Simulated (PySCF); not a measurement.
CH7NOSi3. Atoms are numbered in the order given.

```xyz
13

O      2.8644     0.4398     0.6011
Si     1.5052    -0.5115     0.4555
N     -0.0387     0.1915     1.0919
C     -0.8399     0.1158     0.0651
Si    -2.6901     0.5385     0.2224
Si     0.2225    -0.3980    -1.4881
H      3.4025     0.3231     1.3972
H      1.7320    -1.8229     1.1285
H     -3.4767    -0.6723    -0.1503
H     -3.0351     0.9682     1.6016
H     -3.0222     1.6156    -0.7533
H     -0.2030    -1.5455    -2.3454
H      0.4705     0.7740    -2.3769
```

The structure is a stationary point at TPSSh-D3(BJ)/def2-SVP. The structure was generated by enumeration; whether it is a known compound was not checked. The values are those of a single conformer.

Calculation: PySCF with TDA-PBE/def2-SVPD.

Vertical excitations. Isolated molecule, no solvent.

```csv
state,energy (eV),λ (nm),f,main pairs
S1,2.98,417,0.000,HOMO→LUMO 99 %
S2,4.16,298,0.002,"HOMO−1→LUMO 58 %, HOMO→LUMO+1 41 %"
S3,4.19,296,0.016,"HOMO→LUMO+1 56 %, HOMO−1→LUMO 41 %"
S4,4.33,287,0.001,HOMO→LUMO+2 98 %
S5,4.77,260,0.006,HOMO→LUMO+3 99 %
S6,5.20,239,0.024,HOMO→LUMO+4 99 %
S7,5.36,231,0.000,"HOMO−2→LUMO 66 %, HOMO−3→LUMO 31 %"
S8,5.61,221,0.007,"HOMO→LUMO+5 59 %, HOMO→LUMO+6 32 %"
S9,5.64,220,0.058,"HOMO→LUMO+6 59 %, HOMO→LUMO+5 34 %"
S10,5.77,215,0.022,HOMO−1→LUMO+1 87 %
T1,2.29,540,0,HOMO→LUMO 100 %
T2,3.92,317,0,"HOMO−1→LUMO 69 %, HOMO→LUMO+1 30 %"
T3,4.00,310,0,"HOMO→LUMO+1 69 %, HOMO−1→LUMO 29 %"
T4,4.13,300,0,HOMO→LUMO+2 98 %
```
Triplets are in the Tamm–Dancoff approximation.
